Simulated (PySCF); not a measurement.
thionyl fluoride (F2OS), SMILES O=S(F)F. Atoms are numbered in the order given.

```xyz
4

O      1.3714     0.3514     0.0000
S      0.1653    -0.4056     0.0000
F     -0.7564     0.2044     1.1656
F     -0.7564     0.2044    -1.1656
```
Charge 0, spin multiplicity 1.

Coordinates come from a B3LYP-D3(BJ)/def2-TZVP optimisation.

These are PySCF with PBE0/pcJ-1 values and carry that method's errors.

Isotropic couplings with Fermi-contact, spin-dipole and both spin-orbit terms, one fixed conformer, no vibrational averaging. Isotopes: 19F.

Problem. Estimate the spin–spin coupling constants. (An estimate is asked for; the answer gives what the named calculation found.)

Solution. 
```tsv
pair	bonds apart	J (Hz)
F3–F4	2	37.1
```
